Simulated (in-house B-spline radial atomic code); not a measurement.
A fraction x of an electron is moved 3d → 4f in Rh V (Rh4+), starting from [Kr] 4d5 and keeping the highest spin. Method: non-relativistic SCAN, spin-polarised, spherical fractional occupations, point nucleus. Calculated with a B-spline radial code for spherical atoms.

```csv
x,E(x) - E(0) (eV),3d down level (eV),4f up level (eV)
0,0.0000,-361.760,-
0.125,43.1398,-365.437,-18.785
0.25,86.6686,-369.093,-19.274
0.375,130.5957,-372.719,-19.703
0.5,174.9229,-376.316,-20.097
0.625,?,?,?
0.75,?,?,?
0.875,310.2990,-386.919,-21.156
1,356.2160,-390.386,-21.480
```

What belongs in the row x = 0.625?

An energy change of 219.6502 eV; 3d down at -379.882 eV, 4f up at -20.467 eV.

What belongs in the row x = 0.75?

An energy change of 264.7762 eV; 3d down at -383.418 eV, 4f up at -20.819 eV.

Check Janak's theorem between x = 0.125 and 0.25.

The slope of the energy is 348.23 eV; the orbital levels give 348.24 eV (ε of the receiving orbital less ε of the emptying one, averaged over the two points).
